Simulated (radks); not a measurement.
All-electron atom: Re II in [Xe] 4f14 5d5 6s1. Method: Dirac Kohn-Sham, LDA (Slater exchange, VWN5 correlation), spin-unpolarised, spherical densities, point nucleus; open shells fill j = l - 1/2 first; computed with a radial shooting solver on a logarithmic mesh with Libxc functionals.

Spin-orbit splittings of the eigenvalues, e(l+1/2) - e(l-1/2), with zeta = 2 splitting/(2l+1) and mean radii in bohr:

shell  occ.  splitting (eV)   zeta (eV)  <r> j=l-1/2  <r> j=l+1/2
2p        6            1438       958.9      0.06248      0.07056
3p        6           312.3       208.2       0.1871       0.2020
3d       10           67.83       27.13       0.1766       0.1811
4p        6           73.10       48.73       0.4451       0.4788
4d       10               ?           ?       0.4936       0.5051
4f       14           2.515      0.7186       0.5763       0.5852
5p        6           11.06       7.377        1.137        1.241
5d        5          0.9231      0.3692        1.823        1.894
5f        0      0.00008050  0.00002300        14.75        14.75
6p        0          0.9019      0.6013        3.546        3.854
6d        0         0.05855     0.02342        7.153        7.340

Estimate the 4d splitting.

Answer. 13.50 eV (zeta = 5.402 eV).
